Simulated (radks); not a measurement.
Task: Coherent X-ray form factor from a spherical all-electron density. Method: non-relativistic Kohn-Sham, TPSS, spin-polarised, spherical densities, point nucleus; meta-GGA in the generalised Kohn-Sham scheme; computed with a radial shooting solver on a logarithmic mesh with Libxc functionals.

sin(theta)/lambda (1/angstrom),f0 (electrons)
0.05,49.906
0.1,49.627
0.15,49.168
0.2,48.535
0.25,47.740
0.3,46.795
0.4,44.520
0.5,41.848
0.6,38.928
0.8,32.922
1,27.447
1.25,22.094
1.5,18.456
2,14.371

The species is in the configuration that NIST lists as its ground one. Which atom or ion scatters so?

Result: The gold ion Au29+, [Kr] 4d10 4f4. Extrapolating in s^2 from the first two rows gives f0(0) = 50.0, near the electron count 50; among species with that count, the fall with angle is slower the higher Z, and the table is that of Z = 79; from so few rows the species is fixed only to a neighbour or two.
